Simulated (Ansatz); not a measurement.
`C[O][Mo](=[NH])(=[NH])[NH2]` + aluminium trichloride → `[NH]=[Mo](=[NH])([NH2])[Cl]` + `C[O][Al]([Cl])[Cl]`  (redistribution)

Calculated with Ansatz (gas phase, PBE0-D4/def2-TZVP geometries, no zero-point term in ΔE). CBS: MP2 limit from def2 TZ/QZ plus the TZ coupled-cluster correction, frozen cores. This one scheme is used for every species. DFT in def2-TZVPP. B3LYP here is the variant with VWN-RPA as its local correlation; programs differ in this. def2 core potentials past Kr. For Mo outer-core shells are correlated without core-valence functions, which leaves a few kJ/mol of doubt a bond. Each species was taken in one conformer, which may not be the lowest.

| level | ΔE (eV) |
| --- | --- |
| B3LYP-D4 | -0.25 |
| CCSD(T)/def2-TZVPP | -0.27 |
| HF/def2-QZVPP | -0.33 |
| SCS-MP2/def2-QZVPP | -0.41 |

Task: What does CCSD(T)/CBS give? (Best estimate.)

Result: Computed: -0.28 eV. The listed levels differ from it by 0.03, 0.01, -0.05, -0.13 eV.

Largest T1 diagnostic among the species: 0.021, so the coupled-cluster value is less sure than usual.

From PBE to PBE0 (25 % exact exchange), in def2-TZVPP and without D4, ΔE moves by −0.04 eV.
